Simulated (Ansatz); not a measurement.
Consider the homolysis of the N–Si bond: `F[SiH](F)N[SiH3]` → `[NH][SiH3]`• + `F[SiH]F`•.

Computed with Ansatz on PBE0-D4/def2-TZVP structures; ΔE is electronic, products minus reactants. CCSD(T)/CBS is the MP2 limit (def2-TZVPP, def2-QZVPP) plus CCSD(T) − MP2 in def2-TZVPP, frozen cores. This one scheme is used for every species. Functionals use def2-TZVPP. No spin–orbit coupling; open shells (•) take unrestricted orbitals. Each species was taken in one conformer, which may not be the lowest.

```
          level  ΔE (eV)
         PBE-D4     5.14
      r2SCAN-D4     5.14
  HF/def2-TZVPP     4.25
CCSD/def2-TZVPP     5.34
```

Q: What does CCSD(T)/CBS give? (An estimate is asked.)

A: The calculation gave: +5.56 eV. The listed levels differ from it by -0.42, -0.42, -1.31, -0.22 eV.

Largest T1 diagnostic among the species: 0.015.

In def2-TZVPP, CCSD(T) changes the Hartree–Fock value by +1.17 eV (the triples alone add +0.08 eV) and MP2 by +1.43 eV; breaking electron pairs costs correlation energy, which Hartree–Fock lacks. The D4 term adds +0.16 eV with B3LYP and +0.09 eV with PBE0; it sums over pairs of atoms, weighted by their polarisabilities, and B3LYP, whose exchange is more repulsive, gets the larger term. From PBE to PBE0 (25 % exact exchange), in def2-TZVPP and without D4, ΔE moves by +0.13 eV.

CCSD(T)/CBS has its own doubt, a few kJ/mol and more with outer-core shells, so smaller differences from it don't rank the levels.

B3LYP here is the variant with VWN-RPA as its local correlation; programs differ in this.
